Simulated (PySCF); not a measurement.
Gas-phase equilibrium of 1 mol ZnCl2, 2.7 mol H2O at 800 K and 0.00100 bar, among 18 species (ClO, O2, HCl, O, HO2, Zn, H2O, H, Zn(OH)2, HOCl, H2O2, O3, H2, ZnH2, ZnCl2, Cl, Cl2, OH). Only gases are allowed; each row takes one source of thermochemistry for all species, and Cantera finds the minimum.

Method: PySCF energies plus ideal-gas RRHO corrections (1 bar). † marks an energy on the PBE0/def2-TZVP geometry and frequencies; other levels use their own. The species in the table below are closed-shell singlets. B3LYP is the form with VWN-RPA correlation. Zn: all electrons, no relativistic terms. No R ln 2 is added for the mirror-image form of Zn(OH)2. Zn(OH)2: computed as isolated molecules; such fragments, hydroxides, amides, oligomers or adducts are transient or little studied in the gas. The harmonic model lacks anharmonicity and excited electronic states, which grow with temperature; levels with a mode under 35 cm⁻¹ are left out. Soft modes under 120 cm⁻¹ make the harmonic entropy rough for ZnCl2.

Molecules larger than those listed are left out. Table species left out: Zn+.

Mole fractions:

```
thermochemistry    x H2O  x ZnCl2    x HCl  x Zn(OH)2    x Zn
-----------------  -----  -------  -------  ---------  ------
B3LYP/def2-TZVP†    0.73     0.27  0.00032     8.6e-5  7.4e-5
M06-2X/def2-TZVP†   0.73     0.27   8.8e-5     4.3e-5  1.5e-6
PBE/def2-SVP        0.73     0.27  0.00045    0.00020  2.7e-5
PBE0/def2-QZVP†     0.73     0.27  0.00011     5.2e-5  2.1e-6
PBE0/def2-TZVP      0.73     0.27  0.00014     5.9e-5  9.2e-6
r2SCAN/def2-TZVP†   0.73     0.27  0.00024    0.00012  1.3e-6
```
The most sensitive of these is Zn: it spans a factor of 10^1.8 over these rows; at this temperature one factor of ten is RT ln 10 = 15 kJ/mol.
